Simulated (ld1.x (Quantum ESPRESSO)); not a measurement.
# Ru: excitation energies, all-electron against PAW

Ru (Z = 44), PAW, made with ld1.x (Quantum ESPRESSO) 7.5 (LDA (PZ), scalar-relativistic). Core [Kr], reference 4d7 5s0 5p1. Waves: 5s (bound, empty): rcut 1.75, rcutus 2.35 bohr; 5s channel at 1.7 Ry: rcut 1.75, rcutus 2.35 bohr; 5p (bound): rcut 2.90, rcutus 3.15 bohr; 5p channel at 5 Ry: rcut 2.90, rcutus 3.15 bohr; 4d (bound): rcut 1.45, rcutus 1.60 bohr; 4d channel at 0.2 Ry: rcut 1.45, rcutus 1.60 bohr. Local part: all-electron potential smoothed inside 2.70 bohr (lloc = -1). Core correction: Bessel-smoothed model core, default radius (core density twice the valence density). Augmentation charge: BESSEL, radius 1.40 bohr.

Energies are relative to the spin-unpolarised reference configuration 4d7 5s0 5p1; without spin polarisation the order of configurations can differ from experiment. Spin-polarised rows fill each open shell by Hund’s rule, majority spin first.

| valence configuration | charge | ΔE all-electron (eV) | error AE − PS (meV) |
| --- | --- | --- | --- |
| 4d7 5s0 5p0 | +1 | 4.029 | -1.1 |
| 4d6 5s0 5p0 | +2 | 22.466 | -60 |
| 4d6 5s1 5p1 | 0 | 2.074 | -39 |
| 4d6 5s1 5p0 | +1 | 6.737 | -42 |
| 4d4 5s0 5p0 | +4 | 98.027 | -1244 |
| 4d8 5s0 5p0 | 0 | -3.852 | -20 |
| 4d7 5s1 5p0 (spin-polarised) | 0 | -5.234 | -2.8 |

Task: What are ΔE and the potential's error for 4d7 5s1 5p0?

Result: ΔE = -3.585 eV all-electron; the error (AE − PS) is 0.0 meV.

Task: What are ΔE and the potential's error for 4d7 5s0 5p1 (spin-polarised)?

Result: ΔE = -1.482 eV all-electron; the error (AE − PS) is -3.0 meV.

Levels in the configuration 4d4 5s0 5p0:

```tsv
level	all-electron (eV)	pseudo (eV)
4d	-52.071	-53.272
```
